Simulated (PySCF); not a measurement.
Species: C6H7O2Se (charge -1).
Atom-mapped SMILES: `[CH3:1][Se:2][C:3](=[O:4])/[CH:5]=[CH:6]\[CH:7]=[CH:8]\[O-:9]` (hydrogens: H10, H11, H12 on C1; H13 on C5; H14 on C6; H15 on C7; H16 on C8)
Bond orders are those of one Lewis drawing.

Method: PBE0-D3(BJ)/def2-SVP geometry optimisation, gas phase in PySCF; density fitting, grid level 2; the optimiser is geomeTRIC in internal coordinates, started from a GFN2-xTB structure.

Step 2: E = -75745.9601 eV
```
atom  x, y, z in Å  |  force x, y, z in eV/Å
C1      3.3267   -0.0138   -0.1431   -0.031   0.012  -0.016
Se2     2.1116   -0.5426    1.2648    0.043  -0.123   0.236
C3      0.4430    0.1420    0.3473    0.153   0.118  -0.278
O4      0.6084    0.6591   -0.7447   -0.327  -0.025   0.141
C5     -0.7260   -0.0751    1.1145    0.286   0.028  -0.140
C6     -2.0085    0.3086    0.7015   -0.053  -0.021   0.059
C7     -2.4537    0.9401   -0.4465    0.032  -0.061   0.113
C8     -3.8484    1.2070   -0.5891   -0.077   0.062  -0.104
O9     -4.4270    1.7524   -1.5228    0.006  -0.014   0.028
H10     2.6679    0.4515   -0.8980    0.002  -0.002   0.004
H11     3.8432   -0.8836   -0.5730   -0.017  -0.009   0.012
H12     4.0652    0.7153    0.2191   -0.017   0.000   0.016
H13    -0.6027   -0.5712    2.0821   -0.005   0.025  -0.049
H14    -2.8061    0.0634    1.4215   -0.009   0.005  -0.007
H15    -1.7591    1.2343   -1.2362   -0.006  -0.003   0.007
H16    -4.4523    0.8491    0.3025    0.019   0.008  -0.022
```

Step 3: E = -75745.9696 eV
```
atom  x, y, z in Å  |  force x, y, z in eV/Å
C1      3.3293   -0.0168   -0.1378   -0.034   0.012  -0.016
Se2     2.1049   -0.5408    1.2631    0.020  -0.063   0.122
C3      0.4421    0.1496    0.3322   -0.010   0.096  -0.188
O4      0.5826    0.6703   -0.7603   -0.041  -0.055   0.121
C5     -0.7184   -0.0725    1.1071    0.158   0.001  -0.049
C6     -2.0076    0.3054    0.7078   -0.050  -0.001   0.017
C7     -2.4576    0.9366   -0.4386    0.011  -0.027   0.051
C8     -3.8513    1.2081   -0.5904   -0.037   0.021  -0.033
O9     -4.4234    1.7542   -1.5274    0.016  -0.009   0.016
H10     2.6760    0.4496   -0.8966    0.003   0.007  -0.015
H11     3.8454   -0.8887   -0.5635   -0.012  -0.004   0.001
H12     4.0673    0.7104    0.2287   -0.011   0.005   0.005
H13    -0.5848   -0.5689    2.0725   -0.009   0.012  -0.023
H14    -2.7996    0.0570    1.4326   -0.009   0.002  -0.001
H15    -1.7616    1.2301   -1.2271   -0.001   0.000   0.000
H16    -4.4609    0.8528    0.2977    0.006   0.002  -0.006
```

Step 4: E = -75745.9697 eV
```
atom  x, y, z in Å  |  force x, y, z in eV/Å
C1      3.3274   -0.0226   -0.1250    0.036  -0.007   0.005
Se2     2.1012   -0.5456    1.2743    0.027  -0.004  -0.001
C3      0.4591    0.1563    0.3129   -0.126   0.055  -0.076
O4      0.6121    0.6738   -0.7774   -0.018   0.002   0.000
C5     -0.7049   -0.0612    1.0797   -0.007  -0.060   0.122
C6     -2.0059    0.3061    0.7053    0.019   0.036  -0.076
C7     -2.4736    0.9363   -0.4338    0.013  -0.008   0.012
C8     -3.8681    1.2073   -0.5834    0.043  -0.001  -0.007
O9     -4.4363    1.7541   -1.5220   -0.025  -0.002   0.011
H10     2.6774    0.4442   -0.8870   -0.001  -0.003   0.006
H11     3.8429   -0.8957   -0.5487    0.007  -0.001  -0.002
H12     4.0641    0.7048    0.2433    0.007   0.001  -0.001
H13    -0.5652   -0.5574    2.0434    0.001  -0.012   0.024
H14    -2.7854    0.0508    1.4413    0.015  -0.004   0.003
H15    -1.7843    1.2328   -1.2270    0.008   0.008  -0.018
H16    -4.4782    0.8525    0.3041    0.001   0.001  -0.002
```

**Question.** Estimate the geometry and energy of step 5. (The exact step hangs on the optimiser's Hessian estimate; all steps are aligned on step 4, rigid shifts and turns removed.)

**Answer.** E = -75745.9712 eV, largest force 0.103 eV/Å
```
atom  x, y, z in Å  |  force x, y, z in eV/Å
C1      3.3231   -0.0195   -0.1300    0.025  -0.005   0.003
Se2     2.1006   -0.5444    1.2722    0.029  -0.005   0.001
C3      0.4522    0.1548    0.3178   -0.086   0.035  -0.045
O4      0.5985    0.6733   -0.7728    0.000  -0.002   0.004
C5     -0.7076   -0.0659    1.0900   -0.003  -0.036   0.072
C6     -2.0056    0.3042    0.7092    0.005   0.022  -0.045
C7     -2.4651    0.9347   -0.4330    0.003  -0.001   0.000
C8     -3.8585    1.2081   -0.5877    0.019  -0.002   0.001
O9     -4.4247    1.7551   -1.5273   -0.010  -0.001   0.004
H10     2.6708    0.4467   -0.8902    0.000  -0.002   0.004
H11     3.8387   -0.8919   -0.5552    0.005   0.000  -0.002
H12     4.0598    0.7086    0.2368    0.005   0.001  -0.002
H13    -0.5679   -0.5623    2.0538    0.001  -0.005   0.009
H14    -2.7894    0.0513    1.4413    0.007  -0.002   0.002
H15    -1.7714    1.2292   -1.2234    0.002   0.003  -0.007
H16    -4.4713    0.8544    0.2984   -0.002  -0.001   0.001
```

The energy changes by -0.0015 eV. The first-order estimate −F·Δx gives -0.0021 eV and the mean of the old and new forces, exact on a quadratic surface, -0.0015 eV. The step makes an angle of 77° with the force vector and moves no atom by more than 0.014 Å.

The cost below is that of the whole optimisation. Hardware: Arm Neoverse V2, one thread, shared host with 96 logical CPUs at a one-minute load of 64. Cost: 2.2 min wall, 0.90 GiB resident at most.
